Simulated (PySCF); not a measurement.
# Electron correlation in S⁺ (sulfur, charge +1)

[Ne] 3s2 3p2 4s1, high-spin 4P determinant (an excited configuration). All numbers are calculated (PySCF 2.14, scalar relativity by spin-free X2C-1e, in x2c-QZVPPall with one added diffuse shell each of s, p, d, f type (10s7p5d3f1g, 86 functions)). Frozen: 1s2; 13 electrons correlated.

| level | correlation energy (mhartree) |
| --- | --- |
| CCSD | -288.90 |
| (T) | -5.68 |
| CCSD(T) | -294.58 |

Diagnostics: T1 = 0.012, D1 = 0.0556, largest double amplitude 0.093.

Question: Is a single reference adequate?

Answer: Mostly. T1 lies below 0.03, but a double amplitude of this size points to a near-degeneracy that CCSD handles and MP2 describes poorly.

This basis was not built for core-valence correlation, so the inner-shell part is incomplete.
